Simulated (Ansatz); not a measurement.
Al(Cl)(Br)(OMe) (CH3AlBrClO), SMILES C[O][Al]([Cl])[Br].

The structure is a stationary point at TPSSh-D3(BJ)/def2-SVP. The structure was generated by enumeration; whether it is a known compound was not checked. Other conformers were not sampled.

Two levels are set side by side: PBE/def2-SVPD (Ansatz, a first-principles code) and PBE0/def2-SVPD (Ansatz). Energy differences of separate SCF runs at the same geometry; the states with an electron removed or added have multiplicity 2 and 2. Differences are taken from unrounded values.

```
quantity                            PBE0    PBE  PBE minus PBE0
---------------------------------  -----  -----  --------------
vertical ionisation energy (eV)    10.61  10.03           -0.58
vertical singlet–triplet gap (eV)   5.91   5.22           -0.69
```
